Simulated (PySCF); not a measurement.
Species: C5H4NP3.
SMILES: `CC1=PC(C#N)=PC=P1`

The closed-shell SCF was solved with PySCF and density fitting under several settings on one GFN2-xTB geometry (grid level 2 and gas phase unless stated).

```
                                         settings  basis functions  SCF cycles      E (Eh)  HOMO (eV)  LUMO (eV)  dipole (D)
                                    PBE0/pcSseg-1              194          15  -1270.9420      -7.83      -3.36        5.04
                                   PBE0/def2-SVPD              224          15  -1270.5276      -7.81      -3.35        5.15
PBE0/3-21G, IEF-PCM dichloromethane, grid level 4              101          14  -1264.4278      -7.59      -2.92        6.02
    KT3/6-31++G**, grid level 4, start guess atom              198          15  -1283.3900      -6.91      -3.96        4.94
                   PBE0/pcSseg-0, IEF-PCM acetone              101          14  -1269.2699      -7.86      -3.24        6.70
```

Question: Estimate the row for these settings: LC-wPBE/ANO-RCC-VDZP, IEF-PCM water.

Answer: 
| settings | basis functions | SCF cycles | E (Eh) | HOMO (eV) | LUMO (eV) | dipole (D) |
| --- | --- | --- | --- | --- | --- | --- |
| LC-wPBE/ANO-RCC-VDZP, IEF-PCM water | 158 | 18 | -1270.7053 | -9.72 | -1.26 | 7.04 |

Question: Over all rows, what range does the HOMO–LUMO gap span?

Answer: From 2.95 eV (KT3/6-31++G**, grid level 4, start guess atom) to 8.46 eV (LC-wPBE/ANO-RCC-VDZP, IEF-PCM water). The functional of the narrowest has no exact exchange, that of the widest range-separated exact exchange.

Question: Compare two rows with the functional PBE0: PBE0/pcSseg-1 and PBE0/def2-SVPD. Which energy is lower, and by how much?

Answer: PBE0/pcSseg-1 (194 functions) lies 0.4144 Eh or 260 kcal/mol below PBE0/def2-SVPD (224 functions). The smaller set gives the lower energy; the two sets aren't nested, so the variational bound doesn't order them by size.

Cycle counts include a coarse-grid stage where the run had one. All basis functions are spherical, in the Pople sets too. KT3 was designed for NMR shieldings or shifts; total energies of different functionals aren't comparable. ANO-RCC sets were contracted for a scalar-relativistic Hamiltonian, but ran non-relativistically here. The species at its GFN2-xTB geometry. GFN2-xTB frequencies show an imaginary mode (36i cm⁻¹), so this geometry is no minimum at that level.
